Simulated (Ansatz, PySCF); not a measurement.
Caution: the highest occupied level lies above zero, a sign of self-interaction error and of too few diffuse functions. Another site gives an ion 0.20 eV lower (`C=[C-]c1ccccc1`) at the level frozen-core CCSD(T)/aug-cc-pVDZ // B3LYP-D3(BJ)/def2-SVPD (Ansatz, a quantum-chemistry and plane-wave program).

Delta-SCF ions had no search for a lower state. 

Cartesian coordinates (Å):
```xyz
15

C      2.6068     0.6425     0.1003
C      1.6388    -0.2711     0.3229
C      0.2001    -0.1686     0.0916
C     -0.6387    -1.2605     0.4000
C     -2.0211    -1.1961     0.1910
C     -2.7055    -0.0687    -0.3342
C     -1.8160     1.0044    -0.6287
C     -0.4330     0.9788    -0.4344
H      2.3902     1.6312    -0.3092
H      3.6504     0.4179     0.3258
H      1.9550    -1.2372     0.7368
H     -0.1799    -2.1705     0.8114
H     -2.5942    -2.0972     0.4612
H     -2.2254     1.9391    -1.0429
H      0.1725     1.8558    -0.6912
```
Charge -1, spin multiplicity 1.

Problem. Estimate the vertical detachment energy (Delta-SCF), HOMO and total energy that PBE-D3(BJ)/def2-TZVPD // B3LYP-D3(BJ)/def2-SVPD in PySCF returns for this input.

Solution. 
```json
{
  "vertical detachment energy (Delta-SCF)": "1.56 eV",
  "HOMO": "1.14 eV",
  "total_energy": "-308.7196 Ha"
}
```
